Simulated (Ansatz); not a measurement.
Input file for Ansatz (a quantum-chemistry and plane-wave program): U-B3LYP/def2-TZVPP on CH3N (SMILES C[N]), 2S+1 = 3, a spin state set in the input, which need not be the lowest.

Ansatz 0.2 input:
```yaml
crystal:
  periodic: [false, false, false]
  atoms:
    - {symbol: C, position_ang: [-0.53714966, 0.06109661, 0.04070015]}
    - {symbol: N, position_ang: [0.85730752, -0.09751209, -0.06495870]}
    - {symbol: H, position_ang: [-0.87228550, -0.09280519, 1.07763604]}
    - {symbol: H, position_ang: [-0.84177745, 1.07235800, -0.26879967]}
    - {symbol: H, position_ang: [-1.06419173, -0.66354786, -0.59832635]}
basis:
  gaussian:
    orbitals: def2-TZVPP
hamiltonian:
  xc: {name: B3LYP}
magnetization: {spin_polarized: true, initial_magnetization: 2}
```

Program output:

```
WARN ansatz: RAYON_NUM_THREADS=1 ignored (pool sized by the plan → 1); use --threads N
Functional definition: B3LYP
integrals: 0.02 GiB planned
512 factors; their error is unknown
mean field: 0.28 GiB planned
mean field evaluation 1: about -2570.2731 eV, gradient 2.8e1 eV
mean field evaluation 2: about -2569.8382 eV, gradient 2.9e1 eV
mean field evaluation 4: about -2573.9492 eV, gradient 6.2e-1 eV
mean field evaluation 8: about -2573.9470 eV, gradient 3.0e-2 eV
mean field evaluation 16: about -2573.9470 eV, gradient 1.4e-5 eV
mean field -2573.94701166 eV, -94.5908079945 hartree, gradient 1.4e-5 eV, S^2 2.007715; 0 other end points of the search recorded, 0 dependent functions left out
reference -2573.94720083 eV, -94.5908149464 hartree; 9, 7 occupied and 95, 97 virtual orbitals, 512 factors
Total energy: -2573.94720083 eV, -94.5908149464 hartree
```

The run converged.

Cost: very roughly 1.7 core-seconds.
